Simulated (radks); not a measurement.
Species: Zr4+. Configuration: [Ar] 3d10 4s2 4p5 5s1 (not the ground configuration).

Calculated with a radial shooting solver on a logarithmic mesh with Libxc functionals: scalar-relativistic Kohn-Sham, LDA (Slater exchange, Perdew-Wang correlation), spin-polarised, spherical densities, point nucleus; open shells are filled with parallel spins first (spin-orbit coupling, left out, can overturn this in heavy ions).

Energy parts (hartree):
| part | energy |
|---|---|
| total | -3590.26339 |
| kinetic | 3690.71580 |
| electron-nucleus | -8582.96525 |
| Hartree | 1410.30176 |
| exchange-correlation | -108.31571 |

Orbitals (lengths in bohr, moments of r in powers of bohr; r(max) is where P^2 peaks; r(90%) holds 90 % of the orbital's charge):
orbital  occ.  eigenvalue (hartree)   r(max)  r(90%)
1s up       1             -656.0267  0.02417  0.0664
1s down     1             -656.0186  0.02417  0.0664
2s up       1             -92.57034   0.1371   0.252
2s down     1             -92.56482   0.1371   0.252
2p up       3             -82.82483   0.1095   0.231
2p down     3             -82.81778   0.1095   0.231
3s up       1             -16.72138   0.4086   0.680
3s down     1             -16.71174   0.4086   0.679
3p up       3             -13.54632   0.4023   0.701
3p down     3             -13.53579   0.4023   0.700
3d up       5              -8.31869   0.3463   0.727
3d down     5              -8.30746   0.3462   0.726
4s up       1              -3.76701    1.061    1.70
4s down     1              -3.71935    1.060    1.70
4p up       3              -2.91446    1.147    1.89
4p down     2              -2.86594    1.147    1.89
4d up       0              -1.68441    1.398    2.48
4d down     0              -1.63363    1.397    2.47
5s up       1              -1.35726    2.475    3.69
5s down     0              -1.30252    2.477    3.73
5p up       0              -1.11311    2.779    4.14
5p down     0              -1.06247    2.800    4.22
4f up       0              -0.75906    2.428    4.25
4f down     0              -0.71023    2.453    4.42
6s up       0              -0.66740    4.741    6.58
6s down     0              -0.65039    4.833    6.71

The highest occupied level is 5s up at -36.933 eV. The configuration is held as typed, so some empty levels lie below it. The density falls to 0.001 e/bohr^3 at r = 3.72 bohr. Summed over all electrons, <r^2> = 24.83 bohr^2, which gives a Langevin (diamagnetic) susceptibility term of -19.7 x 10^-6 cm^3/mol.
